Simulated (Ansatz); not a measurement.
Consider the cleavage of the Ge–P bond: `O[P](O)[GeH3]` + `NB(O)F` → `NB(F)[O][GeH3]` + `OPO`.

Computed with Ansatz on PBE0-D4/def2-TZVP structures; ΔE is electronic, products minus reactants. CCSD(T)/CBS adds triple-zeta CCSD(T) − MP2 to the extrapolated MP2 energy (def2 sets, frozen cores). Functionals use def2-TZVPP. B3LYP here is the variant with VWN-RPA as its local correlation; programs differ in this. For Ge outer-core shells are correlated without core-valence functions, which leaves a few kJ/mol of doubt a bond. Scalar relativity is left out up to krypton. One conformer a species, not always the lowest.

CCSD(T)/CBS gives -7.7 kcal/mol.

(1) Another level gave -7.6 kcal/mol. Which?
A. ωB97X-V/def2-TZVPP
B. B3LYP/def2-TZVPP
C. PBE/def2-TZVPP
D. SCS-MP2/def2-TZVPP

Largest T1 diagnostic among the species: 0.014.

Answers

(1) B. B3LYP -7.6, ωB97X-V -8.7, PBE -3.4, SCS-MP2/def2-TZVPP -11.5 kcal/mol.

In def2-TZVPP, CCSD(T) changes the Hartree–Fock value by +5.3 kcal/mol (the triples alone add +0.7 kcal/mol) and MP2 by +4.9 kcal/mol. From PBE to PBE0 (25 % exact exchange), in def2-TZVPP and without D4, ΔE moves by −1.8 kcal/mol.
